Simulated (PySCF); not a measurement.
B97-3 on P (phosphorus, neutral), [Ne] 3s2 3p2 3d1, one real determinant (an excited configuration). All numbers are calculated (PySCF 2.14, the non-relativistic Hamiltonian (point nucleus), in aug-cc-pwCVTZ (8s7p5d3f, 75 functions)).

```
cycle= 1 E= -340.91618345765  delta_E= -0.0239  |g|= 0.0376  |ddm|= 1.87
cycle= 2 E= -340.915552819661  delta_E= 0.000631  |g|= 0.045  |ddm|=  2.2
cycle= 3 E= -340.897988140343  delta_E= 0.0176  |g|= 0.0159  |ddm|=  1.3
cycle= 4 E= -340.898809224086  delta_E= -0.000821  |g|= 0.013  |ddm|= 0.0903
cycle= 5 E= -340.898075536274  delta_E= 0.000734  |g|= 0.00669  |ddm|= 0.154
cycle= 6 E= -340.897680097062  delta_E= 0.000395  |g|= 0.00214  |ddm|= 0.142
cycle= 7 E= -340.897679681279  delta_E= 4.16e-07  |g|= 0.00174  |ddm|= 0.117
cycle= 8 E= -340.897648493364  delta_E= 3.12e-05  |g|= 0.000472  |ddm|= 0.0406
cycle= 9 E= -340.897645954736  delta_E= 2.54e-06  |g|= 1.16e-05  |ddm|= 0.0149
cycle= 10 E= -340.897645953852  delta_E= 8.84e-10  |g|= 2.45e-06  |ddm|= 0.000275
converged SCF energy = -340.897645953852  <S^2> = 3.7520015  2S+1 = 4.0010006
```

Highest occupied orbital energy: 0.235 eV; ⟨L²⟩ = 7.97; populations by l: s 6.01, p 8.00, d 0.99, f 0.00.

Q: Can this result be used?

A: Not for this state. Self-consistency was reached. ⟨L²⟩ = 7.97 against 12 for a pure F term, so this real determinant mixes terms. The outer electron is Rydberg-like, and this basis confines it to a smaller radius and binds it less than a complete one would. At B97-3 the highest occupied level has a positive energy, so only the finite basis holds that electron; for this excited configuration the basis is too tight for the outer shell.
